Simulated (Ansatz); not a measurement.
`C[S][Au]` → `[CH2]` (triplet) + `[SH][Au]` at 298.15 K and 1 bar (formal loss of a carbene).

Program: Ansatz. Geometries: PBE0-D4/def2-TZVP. ΔE: electronic, gas phase. CCSD(T)/CBS adds triple-zeta CCSD(T) − MP2 to the extrapolated MP2 energy (def2 sets, frozen cores). This one scheme is used for every species. Triplets are unrestricted, without spin–orbit coupling. def2 core potentials past Kr. For Au outer-core shells are correlated without core-valence functions, which leaves a few kJ/mol of doubt a bond.

```
          species  CCSD(T)/CBS energy (Eh)  H − E (kJ/mol)  S (J/(mol·K))
       `C[S][Au]`               -573.16596           116.1          312.6
`[CH2]` (triplet)                -39.09499            55.4          195.3
       `[SH][Au]`               -533.91058            33.7          274.5
```

H − E and S are ideal-gas, rigid-rotor, harmonic terms from PBE0-D4/def2-TZVP, with the whole ground term of open shells counted as degenerate. 1 Eh = 2625.50 kJ/mol, R = 8.31446 J/(mol·K).

**Question.** By hand: ΔE, ΔH, ΔS and ΔG.

**Answer.** ΔE = (-39.09499) + (-533.91058) − (-573.16596) = 0.16039 Eh = 421.1 kJ/mol. Δ(H − E) = 55.4 + 33.7 − 116.1 = -27.0, so ΔH = 394.1 kJ/mol. ΔS = 195.3 + 274.5 − 312.6 = 157.2 J/(mol·K). ΔG = 394.1 − 298.15 × (157.2)/1000 = 347.2 kJ/mol.

**Question.** By hand: the equilibrium constant, and the temperature at which ΔG would vanish if ΔH and ΔS stayed fixed.

**Answer.** log₁₀ K = −ΔG/(RT ln 10) = -60.8. ΔG = 0 at ΔH/ΔS = 2507 K, far beyond where these terms or the molecules hold.

The number of gas molecules changes by +1, which sets the sign of ΔS. A doubt of 5 kJ/mol in ΔE shifts log₁₀ K by 0.9 here. A triplet takes part, so the spin changes. These are equilibria of isolated gas molecules and say nothing of rates. Largest T1 diagnostic: 0.025 (customary marks: 0.02 for closed shells, 0.045 for open ones).
